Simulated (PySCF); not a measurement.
CH₄N₂O₂Si, SMILES [Si@H](N)(O)OC#N. Heavy atoms are numbered as in [N:1]#[C:2][O:3][Si@@H:4]([NH2:5])[OH:6]. Hydrogens are named by the atom that carries them.

Geometry optimised at TPSSh-D3(BJ)/def2-SVP. The structure was generated by enumeration; whether it is a known compound was not checked. One conformer was computed; it need not be the lowest.

These are PBE/pcSseg-1 (PySCF) values and carry that method's errors.

GIAO shieldings, no solvent; atoms alike by connectivity are averaged. δ = σ(ref) − σ: ¹⁵N against NH3 (σ = 267.0 ppm); ¹³C against TMS (σ = 182.0 ppm); ¹⁷O against H2O (σ = 334.3 ppm); ²⁹Si against TMS (σ = 335.4 ppm); ¹H against TMS (σ = 31.49 ppm), references at their B3LYP-D3(BJ)/def2-TZVP geometries, non-relativistic.

```
atoms      nucleus  count     δ (ppm)
---------  -------  -----  ----------
N1             ¹⁵N      1  (withheld)
N5 (NH2)       ¹⁵N      1  (withheld)
C2             ¹³C      1       114.3
O3             ¹⁷O      1  (withheld)
O6 (OH)        ¹⁷O      1  (withheld)
Si4 (SiH)     ²⁹Si      1       -40.2
H on Si4        ¹H      1        5.15
H on O6         ¹H      1        3.51
H on N5         ¹H      2        1.76
```

Q: Fill in the missing entries. (The exact figures need the calculation; the answer reports its results.)

A: 
- O3, δ (ppm): 107.3
- N5 (NH2), δ (ppm): 41.9
- O6 (OH), δ (ppm): 53.2
- N1, δ (ppm): 186.1
